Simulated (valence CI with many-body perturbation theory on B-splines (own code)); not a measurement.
**Energy levels of Mn¹⁰⁺**

Computed by configuration interaction combined with many-body perturbation theory (CI+MBPT): five valence electrons over a frozen Dirac-Fock core [Ne], a basis of 11 s, 11 p, 10 d, 8 f, 5 g, 2 h functions for each j, with the one-electron correlation potential Σ1, the two-electron term Σ2, the three-electron term Σ3, Breit, model QED; selected CI, second order for the rest, scaled by the run's own slope (own B-spline code, finite nucleus).

No measured spectrum was set against this ion. As an estimate, levels of excited configurations hold to 0.05 to 0.15 % of their energy, terms of the ground configuration to about 0.5 %. Among the levels kept, up to 3200 cm⁻¹ of a level comes from second order outside the variational space, and about a tenth of that is noise between levels of different J, which matters for small intervals.

Levels 91 to 135 of 178, with energies above the lowest level, 3s2.3p3 4S°_3/2. "Leading %" is the weight of the configuration and term that name the level; weights of strongly mixed levels are sums over their largest components and can fall short. In the jj column 3d3/2^4 stands for four electrons in 3d with j = 3/2.

```tsv
No.	Configuration	Term	J	E (cm⁻¹)	Leading %	Second component	Leading jj
91	3s.3p3.3d	2G°	7/2	763590	43	34 % 3s.3p3.3d 2F°	3s 3p1/2 3p3/2^2 3d3/2 (46 %)
92	3s.3p3.3d	2F°	5/2	766860	86	8 % 3s2.3p.3d2 2F°	3s 3p1/2 3p3/2^2 3d5/2 (50 %)
93	3s.3p3.3d	2G°	9/2	769470	77	18 % 3s2.3p.3d2 2G°	3s 3p1/2 3p3/2^2 3d5/2 (58 %)
94	3s.3p3.3d	2F°	7/2	771860	39	35 % 3s.3p3.3d 2G°	3s 3p3/2^3 3d3/2 (24 %)
95	3s.3p3.3d	4D°	3/2	795890	63	15 % 3s.3p3.3d 2D°	3s 3p1/2 3p3/2^2 3d3/2 (33 %)
96	3s.3p3.3d	4D°	5/2	795930	83		3s 3p1/2 3p3/2^2 3d5/2 (29 %)
97	3s.3p3.3d	4D°	7/2	795970	90	4 % 3s.3p3.3d 2F°	3s 3p1/2 3p3/2^2 3d5/2 (51 %)
98	3s.3p3.3d	4D°	1/2	797040	80	4 % 3s.3p3.3d 2P°	3s 3p1/2 3p3/2^2 3d3/2 (40 %)
99	3s.3p3.3d	2D°	3/2	799940	47	25 % 3s.3p3.3d 4D°	3s 3p1/2 3p3/2^2 3d5/2 (37 %)
100	3s.3p3.3d	2D°	5/2	804120	58	7 % 3s.3p3.3d 4D°	3s 3p1/2 3p3/2^2 3d5/2 (24 %)
101	3s.3p3.3d	2P°	1/2	807530	75	10 % 3s.3p3.3d 4D°	3s 3p1/2^2 3p3/2 3d5/2 (27 %)
102	3s.3p3.3d	2F°	5/2	808490	55	20 % 3s2.3p.3d2 2F°	3s 3p1/2 3p3/2^2 3d5/2 (27 %)
103	3s.3p3.3d	2F°	7/2	812320	58	25 % 3s2.3p.3d2 2F°	3s 3p1/2 3p3/2^2 3d5/2 (23 %)
104	3s.3p3.3d	2P°	3/2	815010	82	8 % 3s2.3p.3d2 2P°	3s 3p1/2 3p3/2^2 3d5/2 (34 %)
105	3s2.3p.3d2	4G°	5/2	820950	85	5 % 3s.3p3.3d 4G°	3s^2 3p1/2 3d3/2^2 (36 %)
106	3s2.3p.3d2	4G°	7/2	823520	88	5 % 3s.3p3.3d 4G°	3s^2 3p1/2 3d3/2 3d5/2 (47 %)
107	3s.3p3.3d	2D°	3/2	826090	59	17 % 3s2.3p.3d2 2D°	3s 3p3/2^3 3d3/2 (20 %)
108	3s2.3p.3d2	4G°	9/2	827320	91	5 % 3s.3p3.3d 4G°	3s^2 3p3/2 3d3/2 3d5/2 (58 %)
109	3s.3p3.3d	2S°	1/2	828520	56	36 % 3s2.3p.3d2 2S°	3s 3p1/2 3p3/2^2 3d3/2 (28 %)
110	3s.3p3.3d	2D°	5/2	829570	52	21 % 3s2.3p.3d2 2D°	3s 3p3/2^3 3d5/2 (24 %)
111	3s2.3p.3d2	4G°	11/2	832690	92	5 % 3s.3p3.3d 4G°	3s^2 3p3/2 3d5/2^2 (73 %)
112	3s.3p3.3d	2F°	5/2	836110	75	8 % 3s.3p3.3d 2D°	3s 3p3/2^3 3d3/2 (32 %)
113	3s.3p3.3d	2F°	7/2	836960	87	5 % 3s2.3p.3d2 2F°	3s 3p1/2 3p3/2^2 3d5/2 (41 %)
114	3s.3p3.3d	2P°	3/2	837440	36	32 % 3s2.3p.3d2 2P°	3s 3p1/2 3p3/2^2 3d5/2 (22 %)
115	3s2.3p.3d2	2P°	1/2	845740	33	29 % 3s.3p3.3d 2P°	3s^2 3p3/2 3d5/2^2 (24 %)
116	3s2.3p.3d2	4D°	1/2	866590	85	8 % 3s.3p3.3d 4D°	3s^2 3p1/2 3d3/2 3d5/2 (25 %)
117	3s2.3p.3d2	4D°	3/2	867930	82	8 % 3s.3p3.3d 4D°	3s^2 3p1/2 3d3/2 3d5/2 (54 %)
118	3s2.3p.3d2	4D°	5/2	870110	74	7 % 3s.3p3.3d 4D°	3s^2 3p1/2 3d3/2 3d5/2 (33 %)
119	3s2.3p.3d2	4D°	7/2	874320	74	8 % 3s.3p3.3d 4D°	3s^2 3p3/2 3d3/2 3d5/2 (37 %)
120	3s2.3p.3d2	2F°	5/2	876160	58	26 % 3s.3p3.3d 2F°	3s^2 3p1/2 3d5/2^2 (31 %)
121	3s.3p3.3d	2P°	3/2	878780	81	11 % 3s2.3p.3d2 2P°	3s 3p1/2^2 3p3/2 3d5/2 (26 %)
122	3s.3p3.3d	2P°	1/2	879710	81	12 % 3s2.3p.3d2 2P°	3s 3p1/2 3p3/2^2 3d3/2 (32 %)
123	3s2.3p.3d2	4F°	3/2	881790	84	7 % 3s.3p3.3d 4F°	3s^2 3p1/2 3d3/2^2 (31 %)
124	3s2.3p.3d2	4P°	1/2	882830	85	9 % 3s.3p3.3d 4P°	3s^2 3p1/2 3d3/2 3d5/2 (40 %)
125	3s2.3p.3d2	2H°	9/2	882900	90		3s^2 3p1/2 3d3/2 3d5/2 (71 %)
126	3s2.3p.3d2	4F°	5/2	883430	83	7 % 3s.3p3.3d 4F°	3s^2 3p1/2 3d3/2 3d5/2 (35 %)
127	3s2.3p.3d2	2F°	7/2	883530	56	26 % 3s.3p3.3d 2F°	3s^2 3p3/2 3d5/2^2 (52 %)
128	3s2.3p.3d2	4F°	7/2	885510	79	6 % 3s.3p3.3d 4F°	3s^2 3p3/2 3d3/2 3d5/2 (60 %)
129	3s2.3p.3d2	4P°	3/2	885680	83	9 % 3s.3p3.3d 4P°	3s^2 3p1/2 3d3/2 3d5/2 (22 %)
130	3s2.3p.3d2	4F°	9/2	886760	84	7 % 3s.3p3.3d 4F°	3s^2 3p3/2 3d5/2^2 (34 %)
131	3s2.3p.3d2	4P°	5/2	889780	62	9 % 3s.3p3.3d 2D°	3s^2 3p3/2 3d3/2 3d5/2 (55 %)
132	3s.3p3.3d	2D°	3/2	892540	38	37 % 3s2.3p.3d2 2D°	3s 3p1/2 3p3/2^2 3d5/2 (15 %)
133	3s.3p3.3d	2D°	5/2	893000	26	22 % 3s2.3p.3d2 4P°	3s^2 3p3/2 3d5/2^2 (37 %)
134	3s2.3p.3d2	2H°	11/2	894160	96		3s^2 3p3/2 3d3/2 3d5/2 (76 %)
135	3s2.3p.3d2	2G°	7/2	903710	71	23 % 3s.3p3.3d 2G°	3s^2 3p3/2 3d3/2 3d5/2 (28 %)
```

Names give the largest LS component (configuration and term), which can be under half, so a name can repeat, a term be missing and a line seem to break the LS rules; names also repeat where a configuration has a term twice.

Where two levels of one J and parity lie close, their mixing, g and order are uncertain.
